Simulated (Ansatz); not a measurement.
`O[SiH]1NC1(F)F` and `C[SiH]1NC1(F)F` differ in one atom or group.

Ansatz, PBE0-D4/def2-TZVP geometries, multiplicity 1. Each molecule was computed in one conformer, which needn't be the lowest.

| property | `O[SiH]1NC1(F)F` |
| --- | --- |
| HOMO–LUMO gap (ωB97M-V/def2-TZVPP) / eV | 11.96 |
| HOMO energy (ωB97M-V/def2-TZVPP) / eV | -10.15 |
| LUMO energy (PBE/def2-TZVPP) / eV | -0.68 |
| LUMO energy (ωB97M-V/def2-TZVPP) / eV | 1.82 |
| HOMO–LUMO gap (PBE0/def2-TZVPP) / eV | 8.06 |
| HOMO energy (B3LYP/def2-TZVPP) / eV | -7.71 |

(1) Give the same properties after the change, and the shifts. (Estimate.)

Results:

(1) The calculation gave: 
```json
{"property": "HOMO–LUMO gap (ωB97M-V/def2-TZVPP) / eV", "`C[SiH]1NC1(F)F`": "11.38", "shift": "-0.58"}
{"property": "HOMO energy (ωB97M-V/def2-TZVPP) / eV", "`C[SiH]1NC1(F)F`": "-9.88", "shift": "0.27"}
{"property": "LUMO energy (PBE/def2-TZVPP) / eV", "`C[SiH]1NC1(F)F`": "-1.05", "shift": "-0.37"}
{"property": "LUMO energy (ωB97M-V/def2-TZVPP) / eV", "`C[SiH]1NC1(F)F`": "1.49", "shift": "-0.33"}
{"property": "HOMO–LUMO gap (PBE0/def2-TZVPP) / eV", "`C[SiH]1NC1(F)F`": "7.42", "shift": "-0.64"}
{"property": "HOMO energy (B3LYP/def2-TZVPP) / eV", "`C[SiH]1NC1(F)F`": "-7.43", "shift": "0.28"}
```

With PBE0 the HOMO rises by 0.27 eV and the LUMO falls by 0.37 eV, so the gap narrows by about 0.64 eV. PBE moves the HOMO by 0.20 eV and ωB97M-V by 0.27 eV. The zero-point energy changes by 57.1 kJ/mol with +6 modes.

Positive LUMOs are unbound, so they and the gaps depend on the basis.

B3LYP here is the variant with VWN-RPA as its local correlation; programs differ in this.
